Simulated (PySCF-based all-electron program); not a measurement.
## Forces on Mo₂H₆, singlet in several shapes

All-electron Kohn–Sham DFT on the free molecule, computed near the basis limit with an in-house program on PySCF integrals; Koelling–Harmon scalar relativity, no spin–orbit coupling, spin-restricted. Forces are good to about 0.015 eV/Å. In part, a faulty basis table may shift these forces by a few meV per angstrom. Atoms are numbered as listed.

Shape A:

```
atom    x (Å)    y (Å)    z (Å)
  Mo   0.0000   0.0000   0.0000
  Mo   0.0000   0.0000   2.1300
   H   1.7117   0.0000  -0.0299
   H  -0.8559   1.4824  -0.0299
   H  -0.8559  -1.4824  -0.0299
   H   0.8559   1.4824   2.1599
   H  -1.7117   0.0000   2.1599
   H   0.8559  -1.4824   2.1599
```

PBE forces:

```
atom      Fx      Fy  Fz (eV/Å)
 Mo1   0.000   0.000      0.221
 Mo2   0.000   0.000     -0.221
  H3   0.010   0.000      0.010
  H4  -0.005   0.009      0.010
  H5  -0.005  -0.009      0.010
  H6   0.005   0.009     -0.010
  H7  -0.010   0.000     -0.010
  H8   0.005  -0.009     -0.010
```

What forces does r2SCAN give in shape A?

The forces move by 0.281 eV/Å (r.m.s. over the atoms) from PBE.

| atom | Fx | Fy | Fz (eV/Å) |
| --- | --- | --- | --- |
| Mo1 | 0.000 | 0.000 | 0.754 |
| Mo2 | 0.000 | 0.000 | -0.754 |
| H3 | -0.090 | 0.000 | -0.010 |
| H4 | 0.045 | -0.078 | -0.010 |
| H5 | 0.045 | 0.078 | -0.010 |
| H6 | -0.045 | -0.078 | 0.010 |
| H7 | 0.090 | 0.000 | 0.010 |
| H8 | -0.045 | 0.078 | 0.010 |

Shape B:

```
atom    x (Å)    y (Å)    z (Å)
  Mo   0.0000   0.0000   0.0000
  Mo   0.0000   0.0000   1.9170
   H   1.7117   0.0000  -0.0299
   H  -0.8559   1.4824  -0.0299
   H  -0.8559  -1.4824  -0.0299
   H   0.8559   1.4824   1.9469
   H  -1.7117   0.0000   1.9469
   H   0.8559  -1.4824   1.9469
```

Against shape A, Mo1–Mo2 goes from 2.130 to 1.917 Å.

PBE forces:

```json
{"atom": "Mo1", "Fx": "0.000", "Fy": "0.000", "Fz (eV/Å)": "-8.953"}
{"atom": "Mo2", "Fx": "0.000", "Fy": "0.000", "Fz (eV/Å)": "8.953"}
{"atom": "H3", "Fx": "0.190", "Fy": "0.000", "Fz (eV/Å)": "0.009"}
{"atom": "H4", "Fx": "-0.095", "Fy": "0.164", "Fz (eV/Å)": "0.009"}
{"atom": "H5", "Fx": "-0.095", "Fy": "-0.164", "Fz (eV/Å)": "0.009"}
{"atom": "H6", "Fx": "0.095", "Fy": "0.164", "Fz (eV/Å)": "-0.009"}
{"atom": "H7", "Fx": "-0.190", "Fy": "0.000", "Fz (eV/Å)": "-0.009"}
{"atom": "H8", "Fx": "0.095", "Fy": "-0.164", "Fz (eV/Å)": "-0.009"}
```

What forces does r2SCAN give in shape B?

The forces move by 0.267 eV/Å (r.m.s. over the atoms) from PBE.

| atom | Fx | Fy | Fz (eV/Å) |
| --- | --- | --- | --- |
| Mo1 | 0.000 | 0.000 | -8.451 |
| Mo2 | 0.000 | 0.000 | 8.451 |
| H3 | 0.086 | 0.000 | -0.011 |
| H4 | -0.043 | 0.074 | -0.011 |
| H5 | -0.043 | -0.074 | -0.011 |
| H6 | 0.043 | 0.074 | 0.011 |
| H7 | -0.086 | 0.000 | 0.011 |
| H8 | 0.043 | -0.074 | 0.011 |
